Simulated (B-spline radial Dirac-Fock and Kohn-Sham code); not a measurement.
## Form factor and incoherent scattering function of Sm⁵¹⁺

System: the Sm⁵¹⁺ ion, [Ne] 3s1.

The run's input, task.json:

```json
{"items": [{
  "Z": 62,
  "q": 51,
  "cfg": [[1, 0, 2], [2, 0, 2], [2, 1, 6], [3, 0, 1]],
  "A": 152,
  "rrms": 5.0819,
  "do": ["scatter"],
  "s": [0.0, 0.09, 0.11, 0.13, 0.16, 0.2, 0.24, 0.29, 0.34, 0.42, 0.5, 0.61, 0.73, 0.88, 1.06, 1.28, 1.55, 1.87, 2.25, 2.72, 3.28, 3.95, 4.77],
  "pz": [0, 0.1, 0.2, 0.3, 0.4, 0.5, 0.6, 0.8, 1.0, 1.2, 1.4, 1.6, 1.8, 2.0, 2.5, 3.0, 4.0, 5.0, 7.0, 10.0, 15.0, 20.0, 30.0, 40.0, 60.0, 100.0],
  "hv_scatter": [1000, 2000, 5000, 17479.3, 30000, 200000, 500000, 1000000]
}]}
```

Command: `python xray_run.py task.json out`

Model: configuration-average Dirac-Fock orbitals. Program: a radial atomic solver. f₀ is the Fourier transform of the spherical electron density, S the Waller-Hartree incoherent function, and s = sin θ/λ.

| s (Å⁻¹) | f₀ | S |
| --- | --- | --- |
| 0 | 11.000 | 0.000 |
| 0.09 | 10.992 | 0.012 |
| 0.11 | 10.988 | 0.018 |
| 0.13 | 10.984 | 0.025 |
| 0.16 | 10.975 | 0.038 |
| 0.2 | 10.961 | 0.059 |
| 0.24 | 10.944 | 0.084 |
| 0.29 | 10.919 | 0.122 |
| 0.34 | 10.888 | 0.167 |
| 0.42 | 10.831 | 0.250 |
| 0.5 | 10.762 | 0.349 |
| 0.61 | 10.650 | 0.504 |
| 0.73 | 10.507 | 0.695 |
| 0.88 | 10.301 | 0.957 |
| 1.06 | 10.019 | 1.292 |
| 1.28 | 9.635 | 1.711 |
| 1.55 | 9.127 | 2.219 |
| 1.87 | 8.500 | 2.803 |
| 2.25 | 7.758 | 3.477 |
| 2.72 | 6.881 | 4.294 |
| 3.28 | 5.916 | 5.225 |
| 3.95 | 4.884 | 6.217 |
| 4.77 | 3.817 | 7.209 |

f₀ starts at the number of electrons, 11, and has fallen to half at s ≈ 3.55 Å⁻¹. The sum of ⟨r²⟩ over the electrons is 0.1325 bohr².

Values without a named source are computed, but for edge energies of neutral atoms, which are taken from tables.
